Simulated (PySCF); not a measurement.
CH8O2Si2, SMILES [SiH2](CO)O[SiH3].

Geometry optimised at B3LYP-D3(BJ)/def2-SVP. The values are those of a single conformer.

All values below come from PySCF 2.14.0 with B3LYP-D3(BJ)/def2-SVP.

Frequencies are harmonic and unscaled.

Computed vibrational spectrum:
```json
[
 {"mode": "1", "ν (cm⁻¹)": "21", "IR (km/mol)": "0.6", "Raman (Å⁴/amu)": "0.1", "depolarisation": "0.75", "moving atoms (share of kinetic energy)": "O 59 %, Si 23 %, H 18 %"},
 {"mode": "2", "ν (cm⁻¹)": "48", "IR (km/mol)": "0.3", "Raman (Å⁴/amu)": "0.1", "depolarisation": "0.74", "moving atoms (share of kinetic energy)": "H 88 %"},
 {"mode": "3", "ν (cm⁻¹)": "58", "IR (km/mol)": "0.3", "Raman (Å⁴/amu)": "0.1", "depolarisation": "0.60", "moving atoms (share of kinetic energy)": "O 43 %, Si 34 %, H 20 %"},
 {"mode": "4", "ν (cm⁻¹)": "107", "IR (km/mol)": "7.1", "Raman (Å⁴/amu)": "0.1", "depolarisation": "0.71", "moving atoms (share of kinetic energy)": "O 43 %, H 26 %, C 16 %, Si 14 %"},
 {"mode": "5", "ν (cm⁻¹)": "157", "IR (km/mol)": "9.2", "Raman (Å⁴/amu)": "0.7", "depolarisation": "0.49", "moving atoms (share of kinetic energy)": "O 44 %, Si 30 %, H 15 %, C 10 %"},
 {"mode": "6", "ν (cm⁻¹)": "277", "IR (km/mol)": "4.9", "Raman (Å⁴/amu)": "4.1", "depolarisation": "0.38", "moving atoms (share of kinetic energy)": "O 55 %, Si 19 %, C 18 %"},
 {"mode": "7", "ν (cm⁻¹)": "322", "IR (km/mol)": "150.9", "Raman (Å⁴/amu)": "1.7", "depolarisation": "0.75", "moving atoms (share of kinetic energy)": "H 94 %"},
 {"mode": "8", "ν (cm⁻¹)": "500", "IR (km/mol)": "12.1", "Raman (Å⁴/amu)": "2.7", "depolarisation": "0.66", "moving atoms (share of kinetic energy)": "H 92 %"},
 {"mode": "9", "ν (cm⁻¹)": "605", "IR (km/mol)": "6.3", "Raman (Å⁴/amu)": "14.6", "depolarisation": "0.25", "moving atoms (share of kinetic energy)": "Si 68 %, O 16 %, H 15 %"},
 {"mode": "10", "ν (cm⁻¹)": "715", "IR (km/mol)": "4.2", "Raman (Å⁴/amu)": "22.4", "depolarisation": "0.75", "moving atoms (share of kinetic energy)": "H 90 %, Si 9 %"},
 {"mode": "11", "ν (cm⁻¹)": "719", "IR (km/mol)": "5.1", "Raman (Å⁴/amu)": "9.1", "depolarisation": "0.24", "moving atoms (share of kinetic energy)": "C 47 %, Si 30 %, H 22 %"},
 {"mode": "12", "ν (cm⁻¹)": "742", "IR (km/mol)": "61.4", "Raman (Å⁴/amu)": "13.3", "depolarisation": "0.64", "moving atoms (share of kinetic energy)": "H 81 %, Si 9 %, O 8 %"},
 {"mode": "13", "ν (cm⁻¹)": "758", "IR (km/mol)": "87.3", "Raman (Å⁴/amu)": "1.6", "depolarisation": "0.54", "moving atoms (share of kinetic energy)": "H 80 %, O 12 %"},
 {"mode": "14", "ν (cm⁻¹)": "856", "IR (km/mol)": "40.5", "Raman (Å⁴/amu)": "8.3", "depolarisation": "0.72", "moving atoms (share of kinetic energy)": "H 70 %, C 23 %"},
 {"mode": "15", "ν (cm⁻¹)": "910", "IR (km/mol)": "523.7", "Raman (Å⁴/amu)": "5.4", "depolarisation": "0.71", "moving atoms (share of kinetic energy)": "H 85 %, Si 12 %"},
 {"mode": "16", "ν (cm⁻¹)": "957", "IR (km/mol)": "80.3", "Raman (Å⁴/amu)": "22.4", "depolarisation": "0.75", "moving atoms (share of kinetic energy)": "H 96 %"},
 {"mode": "17", "ν (cm⁻¹)": "959", "IR (km/mol)": "54.8", "Raman (Å⁴/amu)": "19.5", "depolarisation": "0.75", "moving atoms (share of kinetic energy)": "H 95 %"},
 {"mode": "18", "ν (cm⁻¹)": "967", "IR (km/mol)": "244.3", "Raman (Å⁴/amu)": "22.4", "depolarisation": "0.73", "moving atoms (share of kinetic energy)": "H 91 %"},
 {"mode": "19", "ν (cm⁻¹)": "1012", "IR (km/mol)": "249.4", "Raman (Å⁴/amu)": "17.9", "depolarisation": "0.75", "moving atoms (share of kinetic energy)": "H 84 %, Si 13 %"},
 {"mode": "20", "ν (cm⁻¹)": "1055", "IR (km/mol)": "67.4", "Raman (Å⁴/amu)": "4.5", "depolarisation": "0.75", "moving atoms (share of kinetic energy)": "O 45 %, C 42 %, H 12 %"},
 {"mode": "21", "ν (cm⁻¹)": "1106", "IR (km/mol)": "449.4", "Raman (Å⁴/amu)": "2.3", "depolarisation": "0.74", "moving atoms (share of kinetic energy)": "O 74 %, Si 15 %, H 11 %"},
 {"mode": "22", "ν (cm⁻¹)": "1139", "IR (km/mol)": "12.7", "Raman (Å⁴/amu)": "5.0", "depolarisation": "0.65", "moving atoms (share of kinetic energy)": "H 94 %"},
 {"mode": "23", "ν (cm⁻¹)": "1288", "IR (km/mol)": "2.3", "Raman (Å⁴/amu)": "3.3", "depolarisation": "0.19", "moving atoms (share of kinetic energy)": "H 74 %, C 24 %"},
 {"mode": "24", "ν (cm⁻¹)": "1369", "IR (km/mol)": "25.8", "Raman (Å⁴/amu)": "6.3", "depolarisation": "0.71", "moving atoms (share of kinetic energy)": "H 82 %, C 9 %, O 8 %"},
 {"mode": "25", "ν (cm⁻¹)": "1451", "IR (km/mol)": "3.5", "Raman (Å⁴/amu)": "15.1", "depolarisation": "0.74", "moving atoms (share of kinetic energy)": "H 94 %"},
 {"mode": "26", "ν (cm⁻¹)": "2195", "IR (km/mol)": "126.6", "Raman (Å⁴/amu)": "84.0", "depolarisation": "0.26", "moving atoms (share of kinetic energy)": "H 97 %"},
 {"mode": "27", "ν (cm⁻¹)": "2216", "IR (km/mol)": "56.3", "Raman (Å⁴/amu)": "46.0", "depolarisation": "0.51", "moving atoms (share of kinetic energy)": "H 96 %"},
 {"mode": "28", "ν (cm⁻¹)": "2221", "IR (km/mol)": "175.7", "Raman (Å⁴/amu)": "117.3", "depolarisation": "0.34", "moving atoms (share of kinetic energy)": "H 97 %"},
 {"mode": "29", "ν (cm⁻¹)": "2228", "IR (km/mol)": "183.8", "Raman (Å⁴/amu)": "207.5", "depolarisation": "0.13", "moving atoms (share of kinetic energy)": "H 97 %"},
 {"mode": "30", "ν (cm⁻¹)": "2243", "IR (km/mol)": "106.2", "Raman (Å⁴/amu)": "170.3", "depolarisation": "0.16", "moving atoms (share of kinetic energy)": "H 97 %"},
 {"mode": "31", "ν (cm⁻¹)": "2986", "IR (km/mol)": "37.9", "Raman (Å⁴/amu)": "120.2", "depolarisation": "0.20", "moving atoms (share of kinetic energy)": "H 94 %"},
 {"mode": "32", "ν (cm⁻¹)": "3082", "IR (km/mol)": "12.3", "Raman (Å⁴/amu)": "91.8", "depolarisation": "0.49", "moving atoms (share of kinetic energy)": "H 91 %, C 9 %"},
 {"mode": "33", "ν (cm⁻¹)": "3810", "IR (km/mol)": "30.7", "Raman (Å⁴/amu)": "67.7", "depolarisation": "0.24", "moving atoms (share of kinetic energy)": "H 94 %"}
]
```
